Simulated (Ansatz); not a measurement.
`C[SiH](F)[GeH3]` + `NCS` → `SC[NH][GeH3]` + `C[SiH2]F`  (cleavage of the Ge–Si bond)

Computed with Ansatz on PBE0-D4/def2-TZVP structures; ΔE is electronic, products minus reactants. CBS: MP2 limit from def2 TZ/QZ plus the TZ coupled-cluster correction, frozen cores. DFT in def2-TZVPP. B3LYP here is the variant with VWN-RPA as its local correlation; programs differ in this. For Ge outer-core shells are correlated without core-valence functions, which leaves a few kJ/mol of doubt a bond. Scalar relativity is left out up to krypton. Each species was taken in one conformer, which may not be the lowest.

```json
{"level": "PBE-D4", "ΔE (kJ/mol)": "9.8", "difference from CCSD(T)/CBS": "12.5"}
{"level": "r2SCAN-D4", "ΔE (kJ/mol)": "2.1", "difference from CCSD(T)/CBS": "4.8"}
{"level": "PBE0-D4", "ΔE (kJ/mol)": "8.1", "difference from CCSD(T)/CBS": "10.8"}
{"level": "B3LYP-D4", "ΔE (kJ/mol)": "-1.5", "difference from CCSD(T)/CBS": "1.2"}
{"level": "ωB97M-V", "ΔE (kJ/mol)": "-1.1", "difference from CCSD(T)/CBS": "1.6"}
{"level": "B2PLYP", "ΔE (kJ/mol)": "-4.7", "difference from CCSD(T)/CBS": "-2.0"}
{"level": "PBE", "ΔE (kJ/mol)": "11.7", "difference from CCSD(T)/CBS": "14.4"}
{"level": "PBE0", "ΔE (kJ/mol)": "9.6", "difference from CCSD(T)/CBS": "12.3"}
{"level": "B3LYP", "ΔE (kJ/mol)": "1.6", "difference from CCSD(T)/CBS": "4.3"}
{"level": "HF/def2-TZVPP", "ΔE (kJ/mol)": "-11.6", "difference from CCSD(T)/CBS": "-8.9"}
{"level": "MP2/def2-TZVPP", "ΔE (kJ/mol)": "-12.6", "difference from CCSD(T)/CBS": "-9.9"}
{"level": "SCS-MP2/def2-TZVPP", "ΔE (kJ/mol)": "-14.5", "difference from CCSD(T)/CBS": "-11.8"}
{"level": "CCSD(T)/def2-TZVPP", "ΔE (kJ/mol)": "-6.4", "difference from CCSD(T)/CBS": "-3.7"}
{"level": "HF/CBS(def2)", "ΔE (kJ/mol)": "-12.0", "difference from CCSD(T)/CBS": "-9.3"}
{"level": "MP2/CBS(def2)", "ΔE (kJ/mol)": "-8.9", "difference from CCSD(T)/CBS": "-6.2"}
{"level": "CCSD/CBS(def2)", "ΔE (kJ/mol)": "-1.8", "difference from CCSD(T)/CBS": "0.9"}
{"level": "CCSD(T)/CBS", "ΔE (kJ/mol)": "-2.7", "difference from CCSD(T)/CBS": "0"}
```

Largest T1 diagnostic among the species: 0.012.

The D4 term adds −3.0 kJ/mol with B3LYP and −1.5 kJ/mol with PBE0; it sums over pairs of atoms, weighted by their polarisabilities, and B3LYP, whose exchange is more repulsive, gets the larger term.
